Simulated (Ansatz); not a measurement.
System: ZrH (charge 0, doublet). The spin state was set by rule; other spins were not relaxed. 
Structure (B3LYP-D3(BJ)/def2-TZVP (Ansatz, an electronic-structure program) minimum search):
```
Zr
H 1 1.8336
```
Charge 0, spin multiplicity 2.

Parts of the frozen-core correlation energy in def2-SVP (Ansatz, hartree). Frozen orbitals: 4; correlated occupied orbitals by spin: 3 and 2; virtual: 29 and 30. UHF or UKS for open shells. Spin-orbit coupling is left out. Past Kr the def2 sets carry scalar-relativistic core potentials.

| term | value |
|---|---|
| reference (HF) | -46.99060 |
| MP2 opposite-spin | ? |
| MP2 same-spin | -0.00709 |
| CCSD correlation | ? |
| (T) | ? |
| CCSDT minus CCSD(T) | -0.00131 |
| CCSDT(Q) minus CCSD(T) | -0.00145 |
| T1 diagnostic | 0.130 |
| largest doubles amplitude | 0.103 |
| <S^2> of the reference | 1.387 |

Q: Complete the blanks.

A: 
- MP2 opposite-spin, value: -0.03917
- CCSD correlation, value: -0.07118
- (T), value: -0.00244
